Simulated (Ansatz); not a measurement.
Al₂P₂⁺. Charge 1, multiplicity 2. Geometry B3LYP-D4/def2-TZVP.

```xyz
4

Al   -0.907   -0.212   -0.786
Al    0.908    0.212    0.785
P    -0.575   -1.528    1.077
P     0.575    1.529   -1.076
```

Another isomer (doublet) lies 1.06 eV lower at PBE0-D4/def2-TZVP; other spin states weren't run for this one.

Q: Estimate the α-spin orbital energies around the gap (eV) in Ansatz with PBE-D4/def2-TZVP, r2SCAN-D4/def2-TZVP, PBE0-D4/def2-TZVP, r2SCAN0-D4/def2-TZVP.

A: 
```json
{"orbital": "HOMO−9", "PBE-D4/def2-TZVP": "-75.30", "r2SCAN-D4/def2-TZVP": "-77.21", "PBE0-D4/def2-TZVP": "-80.18", "r2SCAN0-D4/def2-TZVP": "-81.54"}
{"orbital": "HOMO−8", "PBE-D4/def2-TZVP": "-75.30", "r2SCAN-D4/def2-TZVP": "-77.20", "PBE0-D4/def2-TZVP": "-80.18", "r2SCAN0-D4/def2-TZVP": "-81.54"}
{"orbital": "HOMO−7", "PBE-D4/def2-TZVP": "-20.34", "r2SCAN-D4/def2-TZVP": "-21.01", "PBE0-D4/def2-TZVP": "-22.34", "r2SCAN0-D4/def2-TZVP": "-22.74"}
{"orbital": "HOMO−6", "PBE-D4/def2-TZVP": "-19.21", "r2SCAN-D4/def2-TZVP": "-19.84", "PBE0-D4/def2-TZVP": "-21.14", "r2SCAN0-D4/def2-TZVP": "-21.54"}
{"orbital": "HOMO−5", "PBE-D4/def2-TZVP": "-13.84", "r2SCAN-D4/def2-TZVP": "-14.03", "PBE0-D4/def2-TZVP": "-15.04", "r2SCAN0-D4/def2-TZVP": "-15.16"}
{"orbital": "HOMO−4", "PBE-D4/def2-TZVP": "-13.60", "r2SCAN-D4/def2-TZVP": "-13.78", "PBE0-D4/def2-TZVP": "-14.60", "r2SCAN0-D4/def2-TZVP": "-14.70"}
{"orbital": "HOMO−3", "PBE-D4/def2-TZVP": "-11.63", "r2SCAN-D4/def2-TZVP": "-11.93", "PBE0-D4/def2-TZVP": "-12.72", "r2SCAN0-D4/def2-TZVP": "-12.92"}
{"orbital": "HOMO−2", "PBE-D4/def2-TZVP": "-11.63", "r2SCAN-D4/def2-TZVP": "-11.86", "PBE0-D4/def2-TZVP": "-12.54", "r2SCAN0-D4/def2-TZVP": "-12.68"}
{"orbital": "HOMO−1", "PBE-D4/def2-TZVP": "-11.00", "r2SCAN-D4/def2-TZVP": "-11.17", "PBE0-D4/def2-TZVP": "-11.95", "r2SCAN0-D4/def2-TZVP": "-12.06"}
{"orbital": "HOMO", "PBE-D4/def2-TZVP": "-10.45", "r2SCAN-D4/def2-TZVP": "-10.77", "PBE0-D4/def2-TZVP": "-11.48", "r2SCAN0-D4/def2-TZVP": "-11.74"}
{"orbital": "LUMO", "PBE-D4/def2-TZVP": "-9.86", "r2SCAN-D4/def2-TZVP": "-9.75", "PBE0-D4/def2-TZVP": "-9.15", "r2SCAN0-D4/def2-TZVP": "-9.09"}
{"orbital": "LUMO+1", "PBE-D4/def2-TZVP": "-8.30", "r2SCAN-D4/def2-TZVP": "-8.09", "PBE0-D4/def2-TZVP": "-7.54", "r2SCAN0-D4/def2-TZVP": "-7.41"}
{"orbital": "LUMO+2", "PBE-D4/def2-TZVP": "-6.81", "r2SCAN-D4/def2-TZVP": "-6.49", "PBE0-D4/def2-TZVP": "-6.02", "r2SCAN0-D4/def2-TZVP": "-5.82"}
{"orbital": "LUMO+3", "PBE-D4/def2-TZVP": "-6.63", "r2SCAN-D4/def2-TZVP": "-6.36", "PBE0-D4/def2-TZVP": "-5.88", "r2SCAN0-D4/def2-TZVP": "-5.70"}
{"orbital": "LUMO+4", "PBE-D4/def2-TZVP": "-5.36", "r2SCAN-D4/def2-TZVP": "-4.98", "PBE0-D4/def2-TZVP": "-4.47", "r2SCAN0-D4/def2-TZVP": "-4.25"}
{"orbital": "LUMO+5", "PBE-D4/def2-TZVP": "-4.92", "r2SCAN-D4/def2-TZVP": "-4.54", "PBE0-D4/def2-TZVP": "-4.15", "r2SCAN0-D4/def2-TZVP": "-3.93"}
{"orbital": "β HOMO", "PBE-D4/def2-TZVP": "-10.83", "r2SCAN-D4/def2-TZVP": "-10.96", "PBE0-D4/def2-TZVP": "-11.70", "r2SCAN0-D4/def2-TZVP": "-11.79"}
{"orbital": "β LUMO", "PBE-D4/def2-TZVP": "-9.90", "r2SCAN-D4/def2-TZVP": "-9.83", "PBE0-D4/def2-TZVP": "-9.21", "r2SCAN0-D4/def2-TZVP": "-9.18"}
```
